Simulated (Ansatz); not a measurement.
`C[SiH]([AlH2])[SbH2]` + HCl → `C[SiH](Cl)[SbH2]` + `[AlH3]`  (cleavage of the Si–Al bond)

Isolated molecules relaxed with PBE0-D4/def2-TZVP in Ansatz; ΔE leaves out vibrations. CCSD(T)/CBS is the MP2 limit (def2-TZVPP, def2-QZVPP) plus CCSD(T) − MP2 in def2-TZVPP, frozen cores. This one scheme is used for every species. DFT in def2-TZVPP. HSE06 is defined as in plane-wave codes. Elements past krypton have def2 core potentials. For Sb outer-core shells are correlated without core-valence functions, which leaves a few kJ/mol of doubt a bond.

`C[SiH]([AlH2])[SbH2]`:

Z-matrix (Å, degrees):
```
C
Si 1 1.882
H 1 1.091 2 112.0
H 1 1.091 2 110.3 3 121.2
H 1 1.093 2 109.6 3 -119.9
Al 2 2.407 1 125.1 3 -149.5
Sb 2 2.629 1 109.4 3 -62.0
H 2 1.490 1 110.8 3 52.7
H 6 1.589 2 117.8 1 -164.9
H 6 1.588 2 118.7 1 13.2
H 7 1.710 2 90.0 1 -37.5
H 7 1.766 2 87.5 1 -126.5
```

HCl:

Cartesian coordinates in Å:
```
Cl -0.357 0.071 -0.526
H 0.357 -0.071 0.526
```

`C[SiH](Cl)[SbH2]`:

```xyz
10

C     0.352    0.963    0.922
Si   -0.887    0.011   -0.091
Cl   -1.831    1.324   -1.386
Sb    0.116   -1.874   -1.525
H    -0.144    1.763    1.477
H     0.843    0.293    1.633
H     1.116    1.403    0.279
H    -1.949   -0.557    0.781
H     0.954   -2.465   -0.154
H     1.430   -0.860   -1.935
```

`[AlH3]`:

```xyz
4

Al    0.000    0.000    0.000
H    -0.050    1.482   -0.562
H    -0.705   -1.175   -0.799
H     0.754   -0.307    1.361
```

| level | ΔE (kJ/mol) |
| --- | --- |
| B97M-V | -82.2 |
| ωB97M-V | -82.8 |
| B2PLYP | -84.0 |
| PBE-QIDH | -72.2 |
| r2SCANh | -70.0 |
| HSE06 | -62.7 |
| CAM-B3LYP | -90.8 |
| CCSD/def2-SVP | -75.8 |

What does CCSD(T)/CBS give? (Estimate.)

Ansatz gave: -73.8 kJ/mol. The listed levels differ from it by -8.4, -9.0, -10.2, 1.6, 3.8, 11.1, -17.0, -2.0 kJ/mol.

What do rigid-rotor, harmonic-oscillator terms from PBE0-D4/def2-TZVP frequencies (298.15 K, 1 bar) make of the CCSD(T)/CBS value? (Best estimate.)

Computed: ΔZPE = -2.5 kJ/mol, ΔH = -76.9 kJ/mol, ΔS = 11 J/(mol·K), ΔG = -80.3 kJ/mol.

Largest T1 diagnostic among the species: 0.014.

Leaving LDA and LC-ωPBE aside and taking each functional with its dispersion term where it has one, the values, not all of them listed here, spread over 37.4 kJ/mol, from BHLYP-D4 to PBE-D4. LDA lies +11.1 kJ/mol from PBE without D4. From BLYP to BHLYP (50 % exact exchange), in def2-TZVPP and without D4, ΔE moves by −15.0 kJ/mol. In def2-TZVPP, CCSD(T) changes the Hartree–Fock value by +46.3 kJ/mol (the triples alone add +6.9 kJ/mol) and MP2 by +37.4 kJ/mol.
